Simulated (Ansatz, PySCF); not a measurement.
Potential energy curve for BrNa, singlet.

- UKS-B3LYP/6-31G* = unrestricted B3LYP/6-31G*, spherical d (PySCF)
- RMP2 = MP2 on RHF/cc-pVDZ, cores with 3d frozen (Ansatz, a first-principles code)
- UMP2 = MP2 on UHF/cc-pVDZ, cores with 3d frozen (Ansatz)
- RCCSDT = CCSDT on RHF/cc-pVDZ, cores with 3d frozen in Ansatz

Energies are in eV, each relative to the lowest point of its own curve between 2.08 and 3.06 Å, where full CI is lowest.

| R / Å | UKS-B3LYP/6-31G* | RMP2 | UMP2 | RCCSDT |
|---|---|---|---|---|
| 2.08 | 0.946 | 1.141 | 1.141 | 1.143 |
| 2.22 | 0.356 | 0.459 | 0.459 | 0.462 |
| 2.37 | 0.067 | 0.111 | 0.111 | 0.113 |
| 2.47 | 0.000 | 0.017 | 0.017 | 0.018 |
| 2.59 | 0.006 | 0.000 | 0.000 | 0.000 |
| 2.72 | 0.084 | 0.060 | 0.060 | 0.059 |
| 2.79 | 0.146 | 0.116 | 0.116 | 0.114 |
| 2.89 | 0.252 | 0.216 | 0.216 | 0.213 |
| 2.98 | 0.358 | 0.320 | 0.320 | 0.317 |
| 3.06 | 0.459 | 0.421 | 0.421 | 0.418 |
| 3.24 | 0.693 | 0.664 | 0.664 | 0.660 |
| 3.37 | 0.863 | 0.846 | 0.846 | 0.842 |
| 3.60 | 1.153 | 1.164 | 1.164 | 1.161 |
| 3.85 | 1.442 | 1.494 | 1.494 | 1.494 |
| 4.21 | 1.801 | 1.926 | 1.926 | 1.928 |
| 4.57 | 2.091 | 2.301 | 2.301 | 2.307 |
| 5.09 | 2.372 | 2.749 | 2.749 | 2.755 |
| 5.65 | 2.562 | 3.123 | — | 3.118 |
| 6.35 | 2.710 | 3.477 | — | 3.638 |
| 7.11 | 2.810 | 3.762 | — | 3.863 |
| 8.34 | 2.903 | 4.039 | — | 4.199 |
| 9.80 | 2.965 | 4.156 | — | — |

At the longest distance, 9.80 Å, RMP2 lies highest above its minimum (4.156 eV) and UKS-B3LYP/6-31G* lowest (2.965 eV).

Dashes: no converged value, or the column stops at the first point that the program doubted or that broke a chosen test of continuity, which isn't proof of a fault.

The unrestricted determinant behind UKS-B3LYP/6-31G* is spin-contaminated at 4.57 to 9.80 Å (<S²> up to 0.6, against 0.00 for a pure singlet). The restricted form behind RMP2 keeps the bonding electrons paired and can't separate into open-shell fragments. The T1 diagnostic of CCSD on the restricted reference of RMP2, RCCSDT exceeds 0.045 at 5.65 to 9.80 Å. The unrestricted determinant behind UMP2 is spin-contaminated at 5.65 to 9.80 Å (<S²> up to 1.0, against 0.00 for a pure singlet).
